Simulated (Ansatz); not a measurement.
Basis-set series for BH$_{3}$S$_{2}$Si, SMILES `B1[SiH2]SS1`. Charge 0, multiplicity 1. All single points use the PBE0-D4/def2-TZVP geometry.

```json
{"functional": "PBE0-D4", "basis": "def2-SVP", "functions": "83", "energy (Eh)": "-1111.75935", "HOMO (eV)": "-6.89", "LUMO (eV)": "-2.03"}
{"functional": "PBE0-D4", "basis": "def2-TZVPP", "functions": "199", "energy (Eh)": "-1112.17007", "HOMO (eV)": "-6.91", "LUMO (eV)": "-2.09"}
{"functional": "ωB97M-V", "basis": "def2-SVP", "functions": "83", "energy (Eh)": "-1112.10853", "HOMO (eV)": "-8.95", "LUMO (eV)": "0.04"}
{"functional": "ωB97M-V", "basis": "def2-TZVPP", "functions": "199", "energy (Eh)": "-1112.51843", "HOMO (eV)": "-9.00", "LUMO (eV)": "-0.09"}
```

(1) Give the rows for def2-QZVPP. (Estimate.)

Results:

(1) The calculation gave: 
```
functional       basis  functions  energy (Eh)  HOMO (eV)  LUMO (eV)
   PBE0-D4  def2-QZVPP        357  -1112.20514      -6.92      -2.12
   ωB97M-V  def2-QZVPP        357  -1112.55139      -9.02      -0.14
```

All numbers were calculated with Ansatz.
